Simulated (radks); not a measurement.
The magnesium ion Mg+, [Ne] 3s1. All-electron calculation, non-relativistic Kohn-Sham, PBE, spin-polarised, spherical densities, point nucleus. Program: a radial shooting solver on a logarithmic mesh with Libxc functionals. Every spin shell is full or empty, so the densities are truly spherical. Functionals are evaluated on that one density, not self-consistently. Rank these exchange functionals by their error against the exact value of the orbitals, and give that value: LDA, B88, PBEsol, RPBE, PW91, PW86, WC, AM05, B86b, revTPSS, SCAN, MS2, Tao-Mo, MVS.

Answer. Exact: -15.8192 hartree. From best to worst, with 100 (|E| - |E exact|)/|E exact| (equal figures are ties): PW91 -0.03, MVS -0.08, B88 +0.13, Tao-Mo +0.15, revTPSS -0.18, B86b +0.23, RPBE +0.25, MS2 +0.33, SCAN +0.37, PW86 +0.75, WC -1.65, PBEsol -3.63, AM05 -7.35, LDA -8.57.
